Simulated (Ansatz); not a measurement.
The cluster BeF₂⁻, relaxed as a quartet with UKS PBE-D4/def2-TZVPD in Ansatz, starting from the PBE-D4/def2-TZVPD geometry of the charge -1 doublet. Force threshold 0.02 eV/Å.

The highest occupied level of the charge -1 quartet lies above zero (up to 2.24 eV). It is a level of α spin, whose loss leaves a triplet; that state wasn't run at this geometry and level. The electron is either unbound and held by the finite basis, or the level is raised by self-interaction error. At PBE-D4/def2-TZVPD a doublet of charge -1 lies 6.72 eV below the quartet, each at its own geometry. The structure comes from a short search, and lower isomers may exist.

Start:

Cartesian coordinates in Å:
```
Be -0.269 0.293 -0.115
F 0.579 -0.224 -1.178
F -0.310 -0.069 1.293
```

Q: Estimate the energy that the relaxation releases and the steps that it takes.

A: 1.05 eV, in 7 steps; 7 s on 4 threads of Arm Neoverse V1 on a shared host. No frequencies were taken in this run, so the end may be a saddle point.

Q: Does the start keep its bonding and symmetry?

A: By distances, no bond broke or formed. The bond that changes most is Be1–F2, from 1.45 to 1.60 Å (atoms count from 1). A close non-bonded pair moves further: F2–F3, from 2.63 to 2.00 Å. Point group C2v at the start, C2v at the end, both within 0.05 Å.

Q: Predict the relaxed structure.

A: 
```
atom    x (Å)    y (Å)    z (Å)
 Be1  -0.5427   0.5907  -0.2322
  F2   0.6093  -0.3542  -0.8237
  F3  -0.0666  -0.2365   1.0558
```
Bond lengths: 2 × Be–F 1.60 Å.
